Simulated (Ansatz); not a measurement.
Start from `C/C(F)=N/[SiH3]` and change one element to get `C/C(Cl)=N\[SiH3]`.

Ansatz, PBE0-D4/def2-TZVP geometries, multiplicity 1. 

```
                                      property  `C/C(F)=N/[SiH3]`
             HOMO energy (PBE/def2-TZVPP) / eV              -6.45
         HOMO energy (ωB97M-V/def2-TZVPP) / eV             -10.22
           HOMO–LUMO gap (PBE/def2-TZVPP) / eV               5.00
           HOMO energy (B3LYP/def2-TZVPP) / eV              -7.66
size of the dipole moment (PBE/def2-TZVPP) / D               1.56
zero-point energy (PBE0-D4/def2-TZVP) / kJ/mol              200.3
```

Question: Give the same properties after the change, and the shifts. (An estimate is asked.)

Answer: The calculation gave: 
```csv
property,`C/C(Cl)=N\[SiH3]`,shift
HOMO energy (PBE/def2-TZVPP) / eV,-6.27,0.18
HOMO energy (ωB97M-V/def2-TZVPP) / eV,-9.87,0.35
HOMO–LUMO gap (PBE/def2-TZVPP) / eV,4.34,-0.66
HOMO energy (B3LYP/def2-TZVPP) / eV,-7.38,0.28
size of the dipole moment (PBE/def2-TZVPP) / D,2.34,0.78
zero-point energy (PBE0-D4/def2-TZVP) / kJ/mol,196.3,-4.0
```

With PBE0 the HOMO rises by 0.27 eV and the LUMO falls by 0.52 eV, so the gap narrows by about 0.79 eV. PBE moves the HOMO by 0.18 eV and ωB97M-V by 0.35 eV. Dipoles are sizes alone; their direction can turn.

Positive LUMOs are unbound, so they and the gaps depend on the basis.

B3LYP here is the variant with VWN-RPA as its local correlation; programs differ in this.
